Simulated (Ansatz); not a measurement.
Geometry optimisation, RKS PBE-D4/def2-SVP in Ansatz 0.2.0.

Input:

```yaml
crystal:
  periodic: [false, false, false]
  atoms:
    - { symbol: Ga, position_ang: [0.026681, 0.254894, -0.026551] }
    - { symbol: H, position_ang: [-0.176139, 0.303216, 1.535333] }
    - { symbol: H, position_ang: [1.486182, 0.338505, -0.622851] }
    - { symbol: H, position_ang: [-1.239011, 0.116054, -0.960801] }
    - { symbol: "N", position_ang: [0.042828, -2.528391, 1.376392] }
    - { symbol: H, position_ang: [-0.638909, -2.730474, 0.63438] }
    - { symbol: H, position_ang: [0.98871, -2.576036, 0.977555] }
    - { symbol: H, position_ang: [-0.120942, -1.555867, 1.726243] }
basis:
  gaussian: { orbitals: def2-SVP }
hamiltonian:
  xc: pbe
  dispersion: d4
relax:
  f_tol: 0.03
  max_steps: 50
output:
  orbitals: {}
```

Run as:

```bash
$ ansatz run input.yaml --threads 1 --pin off --max-ram 2048MiB --backend cpu --events-out ev --progress --plain --runs-dir out
```

Problem. Where does it end, and by what steps?

Solution. The run converged. After 7 steps the energy has fallen by 0.952 eV; N5 moved furthest, 0.66 Å. Joined: Ga1–N5 (3.12 → 2.19 Å).

```json
{"step": "0", "energy less start (eV)": "0.0000", "largest force component (eV/Å)": "0.716", "accepted": "yes"}
{"step": "1", "energy less start (eV)": "-0.0832", "largest force component (eV/Å)": "1.308", "accepted": "yes"}
{"step": "2", "energy less start (eV)": "-0.1812", "largest force component (eV/Å)": "1.265", "accepted": "yes"}
{"step": "3", "energy less start (eV)": "-0.2205", "largest force component (eV/Å)": "1.169", "accepted": "yes"}
{"step": "4", "energy less start (eV)": "-0.4120", "largest force component (eV/Å)": "0.977", "accepted": "yes"}
{"step": "5", "energy less start (eV)": "-0.7802", "largest force component (eV/Å)": "1.675", "accepted": "yes"}
{"step": "6", "energy less start (eV)": "-0.9498", "largest force component (eV/Å)": "0.211", "accepted": "yes"}
{"step": "7", "energy less start (eV)": "-0.9522", "largest force component (eV/Å)": "0.024", "accepted": "yes"}
```

```xyz
8
Properties=species:S:1:pos:R:3
Ga 0.024 0.015 0.148
H -0.219 0.815 1.502
H 1.485 0.036 -0.481
H -1.209 -0.170 -0.841
N 0.067 -2.008 0.972
H -0.640 -2.608 0.527
H 0.984 -2.452 0.829
H -0.121 -2.006 1.984
```

Whether the end is a true minimum wasn't checked by a vibrational analysis.

The run took 14 s on 1 thread of Arm Neoverse V2, with other jobs on the host, peak memory 0.14 GiB.
